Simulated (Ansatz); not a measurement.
`[OH][Mo]([F])([F])(=[S])[Cl]`, 7 atoms. Charge 0, multiplicity 1. Correlated methods include outer-core shells of Mo, which these sets cover unevenly. Mo: def2 effective core potential. All runs use 4 threads of a server CPU on a shared host. Correlated methods freeze the cores.

Question: Give the basis size and wall time and peak host memory of each of these runs in Ansatz. RKS PBE0-D4/def2-TZVP relaxation (49 steps); RKS r2SCANh-D4/def2-TZVPP energy; RHF-MP2/def2-QZVPP energy; RKS B2PLYP (frozen core)/def2-TZVPP energy; RKS ωB97M-V/def2-QZVPP energy; direct RPA on PBE orbitals/def2-TZVPP energy; RKS revPBE-D4/def2-TZVPP energy; RHF-CCSD(T)/def2-SVP energy; RKS PBE0-D4/def2-QZVPP energy; RKS r2SCAN-D4/def2-TZVPP energy and forces; RKS ωB97M-V/def2-SVP energy; RKS PBE0-D4/def2-TZVP frequencies. (Best estimate.)

Answer: Computed: Other jobs shared the machine, so times are rough.

```json
{"level": "RKS revPBE-D4/def2-TZVPP", "job": "energy", "functions": "247", "wall time": "3 s", "peak host memory (GiB)": "0.37"}
{"level": "direct RPA on PBE orbitals/def2-TZVPP", "job": "energy", "functions": "247", "wall time": "8 s", "peak host memory (GiB)": "0.64"}
{"level": "RKS r2SCAN-D4/def2-TZVPP", "job": "energy and forces", "functions": "247", "wall time": "8.5 s", "peak host memory (GiB)": "0.41"}
{"level": "RKS ωB97M-V/def2-SVP", "job": "energy", "functions": "114", "wall time": "9.5 s", "peak host memory (GiB)": "0.41"}
{"level": "RKS r2SCANh-D4/def2-TZVPP", "job": "energy", "functions": "247", "wall time": "11 s", "peak host memory (GiB)": "0.77"}
{"level": "RKS B2PLYP (frozen core)/def2-TZVPP", "job": "energy", "functions": "247", "wall time": "11 s", "peak host memory (GiB)": "0.73"}
{"level": "RKS PBE0-D4/def2-QZVPP", "job": "energy", "functions": "422", "wall time": "12 s", "peak host memory (GiB)": "1.8"}
{"level": "RHF-CCSD(T)/def2-SVP", "job": "energy", "functions": "114", "wall time": "19 s", "peak host memory (GiB)": "0.67"}
{"level": "RKS ωB97M-V/def2-QZVPP", "job": "energy", "functions": "422", "wall time": "30 s", "peak host memory (GiB)": "2.1"}
{"level": "RHF-MP2/def2-QZVPP", "job": "energy", "functions": "422", "wall time": "32 s", "peak host memory (GiB)": "2.2"}
{"level": "RKS PBE0-D4/def2-TZVP", "job": "frequencies", "functions": "213", "wall time": "2.8 min", "peak host memory (GiB)": "0.68"}
{"level": "RKS PBE0-D4/def2-TZVP", "job": "relaxation (49 steps)", "functions": "213", "wall time": "4.5 min", "peak host memory (GiB)": "0.69"}
```
